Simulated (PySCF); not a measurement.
RbGa: a base run and its variants

Base input, run as `OMP_NUM_THREADS=1 python input.py` with PySCF 2.14:

```python
from pyscf import gto, scf, mp

mol = gto.M(
    atom='Rb 0 0 0; Ga 0 0 3.755',
    basis='lanl2dz',
    ecp={'Rb': 'lanl2dz', 'Ga': 'lanl2dz'},
    charge=0,
    spin=0,
    verbose=4,
)
mf = scf.RHF(mol)
mf.kernel()
mp.MP2(mf).kernel()
mf.dip_moment()
print('orbital energies (hartree):', mf.mo_energy[..., max(0, mol.nelec[1]-3):mol.nelec[0]+3].round(4))
```

Base result: E(SCF) = -25.511507 Eh, 9 cycles, E(MP2) − E(SCF) = -0.02890 Eh, μz(SCF) = -5.43 D. At this level a UHF run with spin=2 ends 0.54 eV lower; the true order of the states can differ. Stability towards an unrestricted solution was not tested. The bond length is a typed value, not an optimised one.

Hardware: Arm Neoverse V1, 1 thread, shared host. Wall time 0.87 s, peak memory 0.11 GiB.

Each row names what differs from the base; energies in brackets are changes from the base.

```tsv
change	result
basis set: lanl2dz → crenbl [with its own core potential]	E(SCF) = -101.271532 Eh, 10 cycles, E(MP2) − E(SCF) = -0.34585 Eh, μz(SCF) = -5.16 D
basis set: lanl2dz → sbkjc [with its own core potential]	E(SCF) = -257.253958 Eh, 14 cycles, E(MP2) − E(SCF) = -0.39357 Eh, μz(SCF) = -4.13 D
basis set: lanl2dz → def2-svp [with its own core potential]	E(SCF) = -1946.760234 Eh, 11 cycles, E(MP2) − E(SCF) = -0.28580 Eh, μz(SCF) = -5.65 D
smearing width (hartree): none → 0.01; step after the SCF: mp2 → none	E(SCF) = -25.511191 Eh (+0.0086 eV), 12 cycles, μz(SCF) = -5.41 D
spin (2S): 0 → 70 [unsound on purpose] [runs as restricted open-shell]	stops with AssertionError
cycle limit: 50 → 8	not converged: SCF after 8 cycles
length unit: angstrom → bohr [unsound on purpose]	E(SCF) = -25.215261 Eh (+8.0613 eV), 9 cycles, E(MP2) − E(SCF) = -0.02376 Eh, μz(SCF) = -9.42 D
electric field along z (a.u.): none → 0.005 [may be another electronic state]	E(SCF) = -25.507660 Eh (+0.1047 eV), 9 cycles, E(MP2) − E(SCF) = -0.03423 Eh, μz(SCF) = 1.91 D
spin (2S): 0 → 4; SCF type: RHF → UHF [a high spin state]	E(SCF) = -25.444129 Eh (+1.8335 eV), 11 cycles, E(MP2) − E(SCF) = -0.00411 Eh, ⟨S²⟩ = 6.000, μz(SCF) = -13.94 D
step after the SCF: mp2 → stability	E(SCF) = -25.511507 Eh (+0.0000 eV), 9 cycles, μz(SCF) = -5.43 D, internal stable; real -> complex unstable; RHF/RKS -> UHF/UKS unstable
initial guess: minao → huckel	E(SCF) = -25.511507 Eh (+0.0000 eV), 8 cycles, E(MP2) − E(SCF) = -0.02890 Eh, μz(SCF) = -5.43 D
cycle limit: 50 → 3 [unsound on purpose]	not converged: SCF after 3 cycles
functional: none (Hartree–Fock) → wb97x; SCF type: RHF → RKS; step after the SCF: mp2 → analyze	E(SCF) = -25.867937 Eh, 9 cycles, μz(SCF) = -5.38 D
density fitting: none → weigend [unsound on purpose] [this fitting set is unfit for the basis or for exact exchange; a fit set errs by some meV]	E(SCF) = -25.451114 Eh (+1.6434 eV), 9 cycles, E(MP2) − E(SCF) = -0.02882 Eh, μz(SCF) = -5.29 D
spin (2S): 0 → 2; SCF type: RHF → UHF [a high spin state]	E(SCF) = -25.531403 Eh (-0.5414 eV), 12 cycles, E(MP2) − E(SCF) = -0.01731 Eh, ⟨S²⟩ = 2.014, μz(SCF) = -6.06 D
functional: none (Hartree–Fock) → m062x; SCF type: RHF → RKS; step after the SCF: mp2 → analyze	E(SCF) = -25.805236 Eh, 10 cycles, μz(SCF) = -3.01 D
geometry: bond 3.755 → bond 3.492	E(SCF) = -25.506198 Eh (+0.1445 eV), 9 cycles, E(MP2) − E(SCF) = -0.02883 Eh, μz(SCF) = -5.13 D
geometry: bond 3.755 → bond 7.51 [stretched restricted solution, likely unstable]	not converged: SCF after 50 cycles
charge: 0 → 1; spin (2S): 0 → 1; SCF type: RHF → UHF [another spin of the ion may lie lower]	E(SCF) = -25.397321 Eh (+3.1072 eV), 10 cycles, E(MP2) − E(SCF) = -0.01648 Eh, ⟨S²⟩ = 0.752
step after the SCF: mp2 → optimize	E(SCF) = -25.511507 Eh (+0.0000 eV), 9 cycles, all at the start geometry; optimised bond 4.020 Å with E = -25.512921 Eh after 5 steps
density fitting: none → auto	E(SCF) = -25.512784 Eh (-0.0347 eV), 9 cycles, E(MP2) − E(SCF) = -0.02883 Eh, μz(SCF) = -5.45 D
```

Order these changes by how far they move the SCF energy from the base, largest first: (1) density fitting: none → auto; (2) electric field along z (a.u.): none → 0.005; (3) geometry: bond 3.755 → bond 3.492; (4) initial guess: minao → huckel.

(3) +0.1445 eV, (2) +0.1047 eV, (1) -0.0347 eV, (4) +0.0000 eV.
